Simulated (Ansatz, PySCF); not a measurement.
This Ansatz (a quantum-chemistry and plane-wave program) input computes a B3LYP/def2-TZVPD energy:

Ansatz 0.2 input:
```yaml
crystal:
  periodic: [false, false, false]
  atoms:
    - {symbol: C, position_ang: [-1.87008517, -0.11680077, 0.04349366]}
    - {symbol: C, position_ang: [-0.76880887, -1.09583546, 0.06149911]}
    - {symbol: C, position_ang: [0.55821871, -0.84152646, 0.02349954]}
    - {symbol: C, position_ang: [1.05785173, 0.45726265, -0.04088759]}
    - {symbol: N, position_ang: [1.50459616, 1.51158234, -0.09400540]}
    - {symbol: H, position_ang: [-1.54198019, 0.92009811, -0.00644816]}
    - {symbol: H, position_ang: [-2.52664283, -0.32855154, -0.80672025]}
    - {symbol: H, position_ang: [-2.49066921, -0.25605973, 0.93470207]}
    - {symbol: H, position_ang: [-1.04825455, -2.14359317, 0.11088778]}
    - {symbol: H, position_ang: [1.30749701, -1.62466096, 0.04062151]}
    - {symbol: H, position_ang: [1.90481821, 2.43309113, -0.14063354]}
basis:
  gaussian:
    orbitals: def2-TZVPD
hamiltonian:
  xc: {name: B3LYP}
total_charge: 1
output: {forces: true}
```

### Question
Write an input for the same energy in PySCF and say what it gives.

### Answer

```python
from pyscf import gto, scf, dft

mol = gto.M(
    atom='''
    C    -1.87008517   -0.11680077    0.04349366
    C    -0.76880887   -1.09583546    0.06149911
    C     0.55821871   -0.84152646    0.02349954
    C     1.05785173    0.45726265   -0.04088759
    N     1.50459616    1.51158234   -0.09400540
    H    -1.54198019    0.92009811   -0.00644816
    H    -2.52664283   -0.32855154   -0.80672025
    H    -2.49066921   -0.25605973    0.93470207
    H    -1.04825455   -2.14359317    0.11088778
    H     1.30749701   -1.62466096    0.04062151
    H     1.90481821    2.43309113   -0.14063354
    ''',
    basis='def2-tzvpd',
    charge=1,
    spin=0,
    verbose=4,
)

mf = dft.RKS(mol, xc='b3lyp').density_fit(auxbasis='def2-universal-jkfit')
mf.grids.level = 3
mf.conv_tol = 1e-9
mf.max_cycle = 100
mf.max_memory = 1500
mf.kernel()
if not mf.converged:
    mf = mf.newton()
    mf.kernel(mf.make_rdm1())
mf.analyze()
```
It gives -210.56054 Eh, and Ansatz -210.56046 Eh, a difference of 0.08 mEh, from the treatment of integrals and grids.

It need not be the lowest isomer of its formula.
